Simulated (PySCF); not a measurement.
Computed data sheet: n-SiSiSiSiH10, Si4H10

n-SiSiSiSiH10.
Bonds: Si1–Si2, Si2–Si3, Si3–Si4. Hydrogens: H5, H6, H7 on Si1; H8, H9 on Si2; H10, H11 on Si3; H12, H13, H14 on Si4.

PBE0-D3(BJ)/def2-SVP geometry optimisation, gas phase (PySCF):

| Quantity | Value |
| --- | --- |
| Rotational constants A, B, C | 7.360, 0.823, 0.767 GHz |

CAM-B3LYP/def2-SVPD ground state, ΔSCF and vertical TDDFT (core frozen in the response) (PySCF):

| Item | Value |
| --- | --- |
| Dipole moment | 0.01 D |
| HOMO energy | -8.90 eV |
| LUMO energy | 0.54 eV |
| HOMO–LUMO gap | 9.44 eV |
| Lowest singlet excitation | 6.60 eV (188 nm, f = 0.632) |
| Lowest triplet excitation (Tamm–Dancoff) | 5.66 eV |
| Static isotropic polarisability | 125.6 au |
| Vertical ionisation energy | 9.49 eV |
| Electronic spatial extent ⟨r²⟩ about the centre of nuclear charge | 1518 bohr² |

**B3LYP/pcSseg-1 ground state and GIAO shieldings, non-relativistic (PySCF)**

| Quantity | Value |
| --- | --- |
| 1H chemical shifts (computed TMS as zero) by class | 3.59 (H5/H6/H7/H12/H13/H14), 3.35 (H8/H9/H10/H11) ppm |
| Isotropic shieldings of nuclei other than C and H, by class | 440 (Si1/Si4), 448 (Si2/Si3) ppm |

delta-SCF UKS SCAN, pcX-2 on the ionised atom, pcseg-1 elsewhere, spin-free X2C; 2p3/2 from a spin–orbit splitting computed afterwards within the 2p shell (PySCF):

| Quantity | Value |
| --- | --- |
| Core binding energies | Si2p3/2 106.2 (Si2/Si3), Si2p3/2 106.5 (Si1/Si4), Si1s 1845.8 (Si2/Si3), Si1s 1846.2 (Si1/Si4) eV |

Monoisotopic mass (most abundant isotopes): 121.9860 u.

The polarisability is 18.62 Å³ as a volume (1 au = 0.148185 Å³), or 1.90 au for each of the 66 electrons. With B = h/(8π²I), that is 505.379 GHz u Å² over I, the principal moments of inertia are 68.7, 614.1 and 659.0 u Å² (most abundant isotopes). The vertical singlet–triplet gap S1 − T1 is 0.94 eV (TDDFT singlet less Tamm–Dancoff triplet; S1: HOMO→LUMO, weight 0.82; T1: HOMO→LUMO, weight 0.83). S1 lies 2.84 eV below the HOMO–LUMO gap; its leading configuration is HOMO→LUMO, weight 0.82. The largest Löwdin shares of the HOMO are 0.24 on Si3, 0.24 on Si2, 0.16 on Si4 and 0.16 on Si1. The ΔSCF ionisation energy exceeds −ε(HOMO) by 0.59 eV with CAM-B3LYP. The rotational constants make it an asymmetric top with κ = (2B − A − C)/(A − C) = -0.98, nearer the prolate limit (−1). The 10 singlets span 6.60 to 7.73 eV, and their oscillator strengths add up to 1.35.

 NMR classes are plain means over equivalent atoms (diastereotopic ones count apart unless rotation or inversion swaps them), as if these changed places fast; in this geometry the members of some classes differ.

For the geometry optimisation (PBE0-D3(BJ)/def2-SVP), time: 2.9 min of wall time; peak memory 0.48 GiB. Hardware: Intel Xeon at 2.50 GHz, one thread, shared host.

One conformer stands for the species.
